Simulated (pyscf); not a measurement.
Structures and frequencies: ωB97X-D3(BJ)/def2-SVP in PySCF. MP2 and CC: frozen core, UHF for open shells. ΔMP2 is the change of the MP2 total energy from the triple- to the quadruple-zeta basis.

For `[CH2][AlH][Cl]` [doublet] -> `[CH3][Al][Cl]` [doublet], a hydrogen shift (doublet surface; Al–H broken, C–H formed), PBE/def2-TZVP gives ΔE‡ = 29.8 kcal/mol and ΔE = -21.6 kcal/mol (zero: the reactant's lowest minimum found). In which direction and how far do r²SCAN/def2-TZVP, PBE0-D3(BJ)/def2-TZVP, CCSD(T)/def2-TZVPP + ΔMP2(QZVPP) move these?

r²SCAN: ΔE‡ = 34.3 kcal/mol, ΔE = -17.4 kcal/mol; PBE0-D3(BJ): ΔE‡ = 35.6 kcal/mol, ΔE = -19.8 kcal/mol; CCSD(T): ΔE‡ = 38.9 kcal/mol, ΔE = -16.8 kcal/mol. PBE's barrier lies under all of them, by 4.6 to 9.1 kcal/mol. Its reaction energy lies under all of them, by 1.8 to 4.8 kcal/mol. This is the saddle that the search found; another between the same sides may lie lower. The CCSD(T) − MP2 part came from Ansatz, without density fitting, on the same reference. A UHF reference is spin-contaminated (<S²> up to 0.87), which harms MP2 most.
